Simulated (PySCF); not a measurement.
Molecule: trans-1,4-dimethylcyclohexane (C[C@H]1CC[C@H](C)CC1, C8H16).

Molfile (atoms numbered from 1):
```
C8H16
     RDKit          3D

 24 24  0  0  0  0  0  0  0  0999 V2000
   -2.9287    0.3855   -0.0608 C   0  0  0  0  0  0  0  0  0  0  0  0
   -1.4662    0.1031   -0.3684 C   0  0  1  0  0  0  0  0  0  0  0  0
   -0.5933    1.3424   -0.1727 C   0  0  0  0  0  0  0  0  0  0  0  0
    0.8769    1.0652   -0.4597 C   0  0  0  0  0  0  0  0  0  0  0  0
    1.4219   -0.0937    0.3746 C   0  0  2  0  0  0  0  0  0  0  0  0
    2.8844   -0.3761    0.0671 C   0  0  0  0  0  0  0  0  0  0  0  0
    0.5490   -1.3330    0.1789 C   0  0  0  0  0  0  0  0  0  0  0  0
   -0.9211   -1.0558    0.4660 C   0  0  0  0  0  0  0  0  0  0  0  0
   -3.0569    0.6841    0.9930 H   0  0  0  0  0  0  0  0  0  0  0  0
   -3.3219    1.2015   -0.6872 H   0  0  0  0  0  0  0  0  0  0  0  0
   -3.5558   -0.5034   -0.2327 H   0  0  0  0  0  0  0  0  0  0  0  0
   -1.3877   -0.1912   -1.4332 H   0  0  0  0  0  0  0  0  0  0  0  0
   -0.7035    1.6901    0.8718 H   0  0  0  0  0  0  0  0  0  0  0  0
   -0.9597    2.1647   -0.8101 H   0  0  0  0  0  0  0  0  0  0  0  0
    1.4793    1.9720   -0.2826 H   0  0  0  0  0  0  0  0  0  0  0  0
    1.0012    0.8177   -1.5308 H   0  0  0  0  0  0  0  0  0  0  0  0
    1.3434    0.2006    1.4395 H   0  0  0  0  0  0  0  0  0  0  0  0
    3.0125   -0.6755   -0.9866 H   0  0  0  0  0  0  0  0  0  0  0  0
    3.5114    0.5130    0.2381 H   0  0  0  0  0  0  0  0  0  0  0  0
    3.2779   -1.1915    0.6940 H   0  0  0  0  0  0  0  0  0  0  0  0
    0.6592   -1.6805   -0.8656 H   0  0  0  0  0  0  0  0  0  0  0  0
    0.9155   -2.1552    0.8162 H   0  0  0  0  0  0  0  0  0  0  0  0
   -1.0454   -0.8082    1.5371 H   0  0  0  0  0  0  0  0  0  0  0  0
   -1.5236   -1.9625    0.2889 H   0  0  0  0  0  0  0  0  0  0  0  0
  1  2  1  0
  2  3  1  0
  3  4  1  0
  4  5  1  0
  5  6  1  0
  5  7  1  0
  7  8  1  0
  8  2  1  0
  1  9  1  0
  1 10  1  0
  1 11  1  0
  2 12  1  6
  3 13  1  0
  3 14  1  0
  4 15  1  0
  4 16  1  0
  5 17  1  1
  6 18  1  0
  6 19  1  0
  6 20  1  0
  7 21  1  0
  7 22  1  0
  8 23  1  0
  8 24  1  0
M  END
```

Geometry PBE0-D3(BJ)/def2-SVP throughout; GIAO in PySCF 2.14.0 with density-fitted response routines, gas phase, one conformer, non-relativistic; equivalent atoms averaged; functional PBE0.

(1) How do the absolute shieldings σ depend on the basis set? (ppm; last column core-seconds on shared hosts with different chips, so compare them loosely)

(2) Which nucleus moves most, in ppm?

(3) Taking the largest basis, aug-cc-pVDZ (328 functions), as the yardstick, rank the others by their worst heavy-atom deviation.

Results:

(1) 
```
    basis set  functions  C2/C5  C3/C4/C7/C8  C1/C6  H14/H15/H22/H24  H9/H10/H11/H18/H19/H20  H12/H17  H13/H16/H21/H23  core-s
       STO-3G         56  203.8        204.8  211.3            31.70                   31.89    32.01            32.08     7.1
     pcSseg-0        104  162.4        157.4  166.9            31.43                   31.79    31.95            32.02      12
        6-31G        104  167.3        164.4  175.1            30.89                   31.56    31.13            31.38      14
       6-31G*        144  163.0        160.1  170.8            30.29                   31.05    30.50            30.86      20
      cc-pVDZ        192  161.6        159.8  172.3            29.76                   30.47    30.25            30.47      32
     def2-SVP        192  162.1        159.0  170.1            29.90                   30.57    30.39            30.61      29
     pcSseg-1        216  150.4        147.3  160.0            29.75                   30.36    30.31            30.49      44
6-311+G(2d,p)        312  151.6        149.3  163.2            29.89                   30.68    30.36            30.68      63
  aug-cc-pVDZ        328  159.3        158.3  172.1            29.70                   30.48    30.18            30.49      74
```

(2) C3/C4/C7/C8 (sp3 CH2 in a ring): from 147.3 ppm with pcSseg-1 to 204.8 ppm with STO-3G. The smallest spread is 1.52 ppm, at H9/H10/H11/H18/H19/H20. Proton shifts span only some 12 ppm, so a few tenths of a ppm matter as much there as several ppm in carbon.

(3) cc-pVDZ 2.3 ppm (192 functions), def2-SVP 2.8 ppm (192 functions), 6-31G* 3.7 ppm (144 functions), pcSseg-0 5.2 ppm (104 functions), 6-31G 8.1 ppm (104 functions), 6-311+G(2d,p) 9.0 ppm (312 functions), pcSseg-1 12.1 ppm (216 functions), STO-3G 46.5 ppm (56 functions).

A small basis that lands close on one nucleus may do so by chance; judge by the trend and by all nuclei.
